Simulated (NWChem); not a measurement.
System: GeH₃Br; SMILES [Br][GeH3]

```xyz
5

Ge     0.0000     0.0000    -1.1124
Br     0.0000     0.0000     1.2002
H      1.2162     0.8146    -1.5713
H     -1.3136     0.6460    -1.5713
H      0.0974    -1.4606    -1.5713
```
Atoms are numbered in this order, from 1.

Level: PBE0/def2-SVP (NWChem), optimised geometry, unscaled harmonic frequencies. This build's default masses of Se (78.918 u) and Br (79.917 u) are each other's, which moves their modes by up to 0.6 %.

```tsv
frequency (cm⁻¹)	IR intensity (km/mol)
309	26.0
576	12.4
576	12.4
843	217.3
874	46.3
874	46.3
2180	46.7
2191	97.7
2191	97.7
```

```json
{
  "zero_point_energy": "15.2 kcal/mol",
  "thermal correction to the enthalpy at 298.15 K (with zero-point energy)": "18.1 kcal/mol",
  "heat capacity Cv": "11.5 cal/(mol K)",
  "entropy at 298.15 K and 1 atm (symmetry number 3)": "65.8 cal/(mol K)",
  "dipole_moment": "1.90 D"
}
```

Rigid rotor and harmonic oscillator.
